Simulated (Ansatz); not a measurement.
Consider the ligand exchange at a B–O bond: `FCOBO[SiH3]` + `O[SiH3]` → `[SiH3]OBO[SiH3]` + `OCF`.

Computed with Ansatz on PBE0-D4/def2-TZVP structures; ΔE is electronic, products minus reactants. CCSD(T)/CBS is the MP2 limit (def2-TZVPP, def2-QZVPP) plus CCSD(T) − MP2 in def2-TZVPP, frozen cores. Functionals use def2-TZVPP. B3LYP here is the variant with VWN-RPA as its local correlation; programs differ in this. HSE06 is defined as in plane-wave codes. One conformer a species, not always the lowest.

| level | ΔE (kJ/mol) | difference from CCSD(T)/CBS |
| --- | --- | --- |
| PBE-D4 | -10.1 | -0.7 |
| B3LYP-D4 | -11.4 | -2.0 |
| r2SCAN0-D4 | -10.0 | -0.6 |
| HSE06-D4 | -10.4 | -1.0 |
| B2PLYP | -9.2 | 0.2 |
| PBE | -8.9 | 0.5 |
| r2SCANh | -9.4 | 0.0 |
| r2SCAN0 | -9.6 | -0.2 |
| LC-ωPBE | -9.0 | 0.4 |
| CCSD/def2-SVP | -13.6 | -4.2 |
| CCSD(T)/def2-SVP | -13.4 | -4.0 |
| HF/def2-TZVPP | -11.2 | -1.8 |
| CCSD/def2-TZVPP | -9.5 | -0.1 |
| CCSD(T)/def2-TZVPP | -9.2 | 0.2 |
| HF/CBS(def2) | -11.4 | -2.0 |
| CCSD/CBS(def2) | -9.7 | -0.3 |
| CCSD(T)/CBS | -9.4 | 0 |

Largest T1 diagnostic among the species: 0.013.

Leaving LDA and LC-ωPBE aside and taking each functional with its dispersion term where it has one, the values, not all of them listed here, spread over 2.9 kJ/mol, from BHLYP-D4 to B97M-V. At CCSD(T), def2-SVP lies −4.0 kJ/mol from the extrapolated value and def2-TZVPP +0.2 kJ/mol.
